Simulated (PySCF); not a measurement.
H4O2SiZn.

```xyz
8

Zn     0.4106     0.1358     0.7200
O      0.8328     0.7565     2.3148
H      1.6579     1.2510     2.3458
O     -0.0553    -0.5929    -0.8139
Si    -1.1260    -0.4008    -2.0426
H     -2.5464    -0.5287    -1.5750
H     -0.8880    -1.4404    -3.0897
H     -0.9976     0.9472    -2.6917
```
Charge 0, spin multiplicity 1.

The structure is a stationary point at PBE0-D3(BJ)/def2-SVP. The structure was generated by enumeration; whether it is a known compound was not checked. The values are those of a single conformer.

These are PBE0/pcSseg-1 in PySCF values and carry that method's errors. Non-relativistic, no solvent.

Computed absolute GIAO shielding of each atom: isotropic value and principal components (ppm):
```
atom  σ(iso)     σ11     σ22     σ33    span
----  ------  ------  ------  ------  ------
Zn1   1650.6  1211.6  1235.2  2504.9  1293.3
O2     369.4   353.9   367.1   387.2    33.3
H3      31.3    21.4    25.0    47.3    25.9
O4     352.1   296.5   369.9   389.9    93.4
Si5    387.8   333.6   342.7   486.9   153.3
H6      26.0    22.6    24.2    31.3     8.7
H7      26.1    22.8    24.0    31.4     8.6
H8      26.1    22.6    24.3    31.3     8.7
```
